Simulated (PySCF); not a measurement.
CsBr, SMILES [Br][Cs].

The structure is a stationary point at B3LYP-D3(BJ)/def2-TZVPD. The def2 effective core potentials stand for the cores of Cs; spin–orbit coupling is left out.

These are PySCF with B3LYP-D3(BJ)/def2-TZVPD values and carry that method's errors.

Frequencies are harmonic and unscaled.

Computed vibrational spectrum:
```tsv
mode	ν (cm⁻¹)	IR (km/mol)	Raman (Å⁴/amu)	depolarisation	moving atoms (share of kinetic energy)
1	140	29.1	2.3	0.00	Br 62 %, Cs 38 %
```
